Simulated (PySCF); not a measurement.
# Electron correlation in Ca (calcium, neutral)

[Ar] 4s2, closed-shell 1S. All numbers are calculated (PySCF 2.14, no relativity, point nucleus, in pcseg-2 (6s4p3d, 33 functions)). Frozen: [Ar]; 2 electrons correlated.

Total MP2 correlation energy: -18.34 mhartree.

Same-spin part 0.00 and opposite-spin part -18.34 mhartree; SCS-MP2 scales them by 1/3 and 6/5 to -22.01 mhartree.

With two correlated electrons CCSD is exact within the correlated space (frozen core and kept virtual orbitals).

```
level  correlation energy (mhartree)
 CCSD                         -27.76
```

Diagnostics: T1 = 0.0091, D1 = 0.0129, largest double amplitude 0.162.

A double-excitation amplitude exceeds 0.15, a sign of near-degeneracy.

Cost of the coupled-cluster step: 0.06 s of wall time on 1 thread of Neoverse-V2 (shared host), for 2 correlated electrons.
